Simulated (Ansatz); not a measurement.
**Energy profile**

The step: BHSF₂ ([F][B]([F])[SH]) + H₂O₂ ([OH][OH]) → BHO₂F₂ ([OH][O][B]([F])[F]) + H₂S; bonds formed: B1–O6, S2–H5; bonds broken: B1–S2, H5–O6 (atoms numbered as in the saddle structure below).

B1  (-0.500, -0.623, -0.208)
S2  (1.164, -1.409, 0.748)
F3  (-0.803, -1.268, -1.343)
F4  (-1.494, -0.422, 0.668)
H5  (1.155, 0.160, 0.355)
O6  (0.346, 0.637, -0.459)
O7  (-0.359, 1.873, -0.421)
H8  (0.659, -1.158, 1.967)
H9  (-0.167, 2.210, -1.307)
(Å)

Electronic energies by CCSD(T) at an estimated basis limit (MP2 extrapolated from triple and quadruple zeta, plus CCSD(T) − MP2 in triple zeta), on PBE0-D4/def2-TZVP structures; BH$_{3}$SO$_{2}$F$_{2}$, closed shell; no counterpoise correction. Ansatz 0.2.0; basis: def2-TZVPP and def2-QZVPP; cores frozen in the correlated methods. Extrapolation: Hartree–Fock as exp(−7.88 √X), correlation as X^−2.97.

Give the profile in eV, counted from the separated reactants. (Judge from chemistry; the value comes from the calculation.)

By the calculation:
```
                                                                                                                                        point      eV
separated: BHSF$_{2}$ (linked as [F][B]([F])[SH]; B1, S2, F3, F4, H8; singlet) + H$_{2}$O$_{2}$ (linked as [OH][OH]; H5, O6, O7, H9; singlet)   0.000
                                                                                                                              start structure  -0.117
                                                                                                                                       saddle   0.618
                                                                                                                                end structure  -0.671
                 separated: BHO$_{2}$F$_{2}$ (linked as [OH][O][B]([F])[F]; B1, F3, F4, O6, O7, H9; singlet) + H$_{2}$S (S2, H5, H8; singlet)  -0.526
```

T1 diagnostic: at most 0.014.

For scale, one of the runs: CCSD(T)/def2-TZVPP, 239 basis functions, launched by `ansatz run in.yaml --threads 8 --pin off --events-out ev --progress --plain --max-ram 19148MiB`. Hardware: 8 CPU threads of an Intel Xeon Platinum 8488C, shared host. Wall time 55 s; peak host memory 5.1 GiB.
